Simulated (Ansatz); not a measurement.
Consider the redistribution: `C=C[SiH](N)OC` + `[CH3][Al]([CH3])[NH2]` → `CO[SiH](N)N` + `C=[CH][Al]([CH3])[CH3]`.

Calculated with Ansatz (gas phase, PBE0-D4/def2-TZVP geometries, no zero-point term in ΔE). CCSD(T)/CBS adds triple-zeta CCSD(T) − MP2 to the extrapolated MP2 energy (def2 sets, frozen cores). Functionals use def2-TZVPP. Each species was taken in one conformer, which may not be the lowest.

`C=C[SiH](N)OC`:

```xyz
15

C    -0.664    0.358   -2.662
C     0.279    0.478   -1.731
Si    0.184   -0.378   -0.092
N    -1.436   -0.779    0.269
O     0.920    0.674    0.939
C     1.120    0.384    2.300
H    -0.600    0.861   -3.623
H    -1.546   -0.255   -2.495
H     1.144    1.103   -1.945
H     0.910   -1.678   -0.028
H    -1.676   -1.612    0.777
H    -2.180   -0.101    0.273
H     0.169    0.306    2.838
H     1.703    1.193    2.745
H     1.672   -0.554    2.436
```

`[CH3][Al]([CH3])[NH2]`:

Z-matrix (Å, degrees):
```
C
Al 1 1.954
H 1 1.093 2 112.8
H 1 1.095 2 111.0 3 120.7
H 1 1.095 2 111.3 3 -121.1
C 2 1.954 1 123.5 3 176.1
N 2 1.774 1 118.4 3 -3.4
H 6 1.094 2 111.9 1 33.9
H 6 1.095 2 110.8 1 -84.9
H 6 1.093 2 112.4 1 155.4
H 7 1.007 2 125.0 1 0.9
H 7 1.007 2 125.1 1 -179.5
```

`CO[SiH](N)N`:

Cartesian coordinates in Å:
```
C 1.783 0.726 0.101
O 1.022 -0.223 0.808
Si -0.541 -0.588 0.459
N -0.561 -1.200 -1.140
N -1.687 0.676 0.458
H 1.802 0.515 -0.974
H 1.388 1.739 0.245
H 2.806 0.700 0.480
H -0.911 -1.497 1.570
H 0.148 -1.849 -1.440
H -1.440 -1.380 -1.597
H -1.732 1.352 -0.286
H -2.078 1.029 1.315
```

`C=[CH][Al]([CH3])[CH3]`:

Z-matrix (Å, degrees):
```
C
Al 1 1.956
H 1 1.093 2 113.7
H 1 1.095 2 111.3 3 122.1
H 1 1.097 2 110.3 3 -120.3
C 2 1.950 1 118.8 3 17.6
C 2 1.956 1 121.4 3 -162.4
C 6 1.336 2 121.6 1 -0.1
H 6 1.092 2 122.3 1 179.4
H 7 1.094 2 112.0 1 -141.2
H 7 1.093 2 113.0 1 -18.8
H 7 1.097 2 110.2 1 100.7
H 8 1.089 6 123.1 2 179.6
H 8 1.088 6 121.8 2 -0.4
```

```csv
level,ΔE (eV)
B2PLYP,0.30
PBE,0.32
SCS-MP2/def2-TZVPP,0.30
CCSD(T)/def2-TZVPP,0.30
```

Problem. What does CCSD(T)/CBS give? (An estimate is asked.)

Solution. The calculation gave: +0.30 eV. The listed levels differ from it by 0.00, 0.02, 0.00, 0.00 eV.

Largest T1 diagnostic among the species: 0.011.

In def2-TZVPP, CCSD(T) changes the Hartree–Fock value by +0.06 eV (the triples alone add +0.01 eV) and MP2 by +0.06 eV.
